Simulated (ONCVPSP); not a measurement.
**Plane-wave convergence, ONCV potential for Ga**

```json
{
 "Element": "Ga",
 "Generator": "ONCVPSP 4.0.1",
 "Type": "optimised norm-conserving Vanderbilt (ONCV)",
 "Functional": "PBE",
 "Relativity": "scalar-relativistic",
 "Frozen core": "[Ar]",
 "Valence charge": "13",
 "Reference configuration": "3d10 4s1.5 (charge +1.5)",
 "Partial waves": "4s: rc 1.45 bohr, ncon 5, nbas 8, qcut 3.9 1/bohr, 2 projectors, debl 0.8 Ha; p scattering state at 0.2 Ha: rc 1.45 bohr, ncon 4, nbas 7, qcut 6.4 1/bohr, 3 projectors, debl 3.7 Ha; 3d: rc 1.00 bohr, ncon 4, nbas 9, qcut 17.6 1/bohr, local",
 "Local potential": "the d channel",
 "Core correction": "Teter function, fcfact 5.75, rcfact 1.05"
}
```

Task: For each optimised wave give the share of its norm inside rc, the residual kinetic energy above qcut (Ha) and the cutoffs (Ha) for errors of 10, 1, 0.1 and 0.01 mHa per electron.

Result:

```
         wave  norm inside rc  residual KE  10 mHa  1 mHa  0.1 mHa  0.01 mHa
           4s           0.172      2.0e-02    29.1   70.9     82.8      93.4
s projector 2           0.075      2.6e-03     5.0   27.2     96.8     112.8
p projector 1           0.063      9.4e-04     2.9   20.3     64.4      81.6
p projector 2           0.060      1.3e-02    22.1   76.6     96.8     127.8
p projector 3           0.041      6.0e-02    27.6   58.1    125.6     159.9
           3d           0.746      1.4e-07    94.3  112.1    126.3     137.6
```

The occupied waves need 112 Ha and 126 Ha for 1 and 0.1 mHa. Note: ghosts flagged at negative energy: s at -1657.7 eV, s at -147.1 eV, p at -108.3 eV; GHOST(+) flagged for s at 331.9 eV. A true bound ghost makes a file unfit for plane-wave use. Its largest configuration-test error is -351 meV.
